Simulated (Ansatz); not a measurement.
Reaction (redistribution): `N[SiH2]C[SiH3]` + `N=C(F)S[SiH2]F` → `N=C(F)S[SiH2]N` + `F[SiH2]C[SiH3]`

Calculated with Ansatz (gas phase, PBE0-D4/def2-TZVP geometries, no zero-point term in ΔE). CCSD(T)/CBS adds triple-zeta CCSD(T) − MP2 to the extrapolated MP2 energy (def2 sets, frozen cores). Each species was taken in one conformer, which may not be the lowest.

`N[SiH2]C[SiH3]`:

```xyz
13

N    -1.839    1.676   -0.087
Si   -0.689    0.607    0.620
C     0.344   -0.195   -0.711
Si    1.501   -1.534   -0.104
H    -2.660    1.928    0.440
H    -1.528    2.452   -0.649
H    -1.477   -0.407    1.372
H     0.255    1.248    1.586
H    -0.325   -0.619   -1.467
H     0.945    0.577   -1.206
H     0.727   -2.650    0.505
H     2.434   -0.998    0.923
H     2.312   -2.086   -1.223
```

`N=C(F)S[SiH2]F`:

```xyz
9

N     1.649    1.115   -1.671
C     0.828    0.659   -0.860
F    -0.059    1.504   -0.304
S     0.613   -0.990   -0.282
Si   -1.050   -0.647    1.047
F    -1.337   -2.101    1.635
H     2.274    0.405   -2.036
H    -0.675    0.246    2.161
H    -2.244   -0.192    0.310
```

`N=C(F)S[SiH2]N`:

```xyz
11

N     0.472   -2.829    1.401
C     0.142   -1.838    0.724
F    -0.755   -1.903   -0.294
S     0.773   -0.229    0.973
Si   -0.269    0.887   -0.580
N     0.231    2.514   -0.497
H    -0.008   -3.674    1.099
H    -1.724    0.815   -0.324
H     0.107    0.332   -1.898
H    -0.105    3.126    0.229
H     1.136    2.799   -0.833
```

`F[SiH2]C[SiH3]`:

Z-matrix (Å, degrees):
```
Si
C 1 1.852
F 1 1.604 2 109.9
H 1 1.484 2 111.0 3 118.5
H 1 1.484 2 111.0 3 -118.5
Si 2 1.876 1 114.8 3 179.8
H 2 1.096 1 108.9 3 -58.6
H 2 1.096 1 108.9 3 58.1
H 6 1.487 2 110.3 1 59.9
H 6 1.486 2 110.5 1 180.0
H 6 1.487 2 110.3 1 -59.9
```

```tsv
species	MP2/def2-TZVPP energy (Eh)
`N[SiH2]C[SiH3]`	-676.17493
`N=C(F)S[SiH2]F`	-980.77276
`N=C(F)S[SiH2]N`	-936.86522
`F[SiH2]C[SiH3]`	-720.08822
```

(1) Work out ΔE.

Largest T1 diagnostic among the species: 0.014.

Answers

(1) ΔE = (-936.86522) + (-720.08822) − (-676.17493) − (-980.77276) = -0.00575 Eh = -15.1 kJ/mol. CCSD(T)/CBS gives -15.0 kJ/mol.

Leaving LDA and LC-ωPBE aside and taking each functional with its dispersion term where it has one, the values, not all of them listed here, spread over 4.0 kJ/mol, from CAM-B3LYP-D4 to B97M-V. At CCSD(T), def2-SVP lies −3.5 kJ/mol from the extrapolated value and def2-TZVPP +0.3 kJ/mol.
